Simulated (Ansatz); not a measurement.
Si₁₆Bi. Total charge 0; doublet. Geometry r2SCAN-D4/def2-SVP; atoms count from 1.

```xyz
17

Bi    2.9197    0.0559   -3.2555
Si   -0.9001    1.6338    0.7836
Si   -0.8781   -1.8029   -0.5528
Si    1.2171    0.2149    2.2387
Si    1.2560   -2.1818    2.8027
Si    0.8200    1.2119   -2.0612
Si   -2.7353   -1.9893    0.8102
Si   -0.8265   -1.2941    2.0899
Si    1.1933   -1.9395    0.4275
Si    2.4267   -0.2454   -0.6431
Si   -1.0342   -0.3770   -2.4669
Si   -2.5225    0.0915   -0.3968
Si    1.3864    1.8875    0.1039
Si   -1.4878    2.0370   -1.5488
Si   -0.9001    0.9376    3.0564
Si   -3.1942    0.7038   -2.5783
Si    3.2596    1.0559    1.1907
```

In the def2 sets Bi takes a core potential; there is no spin–orbit coupling. Single mean-field runs in def2-TZVP are fitted with def2-universal-jkfit. Another isomer (doublet) lies 0.73 eV lower at PBE0-D4/def2-TZVP; other spin states weren't run for this one.

Question: Estimate the Mulliken populations from the PBE0/def2-TZVP orbitals of Ansatz.

Answer: 
| atom | charge (e) | spin (α − β) |
| --- | --- | --- |
| Bi1 | 0.20 | 0.97 |
| Si2 | 0.00 | 0.02 |
| Si3 | 0.04 | 0.00 |
| Si4 | 0.06 | 0.00 |
| Si5 | -0.05 | -0.01 |
| Si6 | -0.13 | -0.05 |
| Si7 | -0.05 | 0.03 |
| Si8 | 0.08 | -0.01 |
| Si9 | -0.02 | 0.01 |
| Si10 | -0.03 | -0.04 |
| Si11 | -0.03 | 0.03 |
| Si12 | 0.04 | 0.02 |
| Si13 | 0.05 | 0.00 |
| Si14 | 0.04 | -0.01 |
| Si15 | -0.07 | 0.00 |
| Si16 | -0.08 | 0.00 |
| Si17 | -0.06 | 0.05 |
Mulliken values depend strongly on the basis.

Question: Where does the spin sit?

Answer: Summed by element: Bi 0.97, Si 0.03, of 1 unpaired in all. Largest on single atoms: Bi1 0.97, Si6 -0.05, Si17 0.05.

Question: And the Mayer bond orders between heavy atoms (over 0.3)?

Answer: Bi1–Si6 0.90 (2.68 Å); Bi1–Si10 0.90 (2.68 Å); Si2–Si12 0.59 (2.53 Å); Si2–Si13 0.74 (2.40 Å); Si2–Si14 0.69 (2.44 Å); Si2–Si15 0.89 (2.38 Å); Si3–Si7 0.99 (2.31 Å); Si3–Si8 0.34 (2.69 Å); Si3–Si9 0.93 (2.30 Å); Si3–Si11 0.77 (2.39 Å); Si3–Si12 0.45 (2.51 Å); Si4–Si5 0.70 (2.46 Å); Si4–Si8 0.42 (2.54 Å); Si4–Si9 0.33 (2.81 Å); Si4–Si13 0.32 (2.72 Å); Si4–Si15 0.87 (2.38 Å); Si4–Si17 0.73 (2.44 Å); Si5–Si8 0.88 (2.37 Å); Si5–Si9 0.85 (2.39 Å); Si6–Si10 0.50 (2.59 Å); Si6–Si11 0.68 (2.48 Å); Si6–Si13 0.84 (2.34 Å); Si6–Si14 0.60 (2.50 Å); Si7–Si8 0.79 (2.40 Å); Si7–Si12 0.76 (2.41 Å); Si8–Si9 0.37 (2.69 Å); Si8–Si15 0.76 (2.43 Å); Si9–Si10 0.84 (2.35 Å); Si10–Si13 0.51 (2.49 Å); Si10–Si17 0.83 (2.40 Å); Si11–Si12 0.49 (2.59 Å); Si11–Si14 0.43 (2.62 Å); Si11–Si16 0.79 (2.42 Å); Si12–Si14 0.51 (2.49 Å); Si12–Si16 0.86 (2.36 Å); Si13–Si17 0.95 (2.32 Å); Si14–Si16 0.83 (2.40 Å).
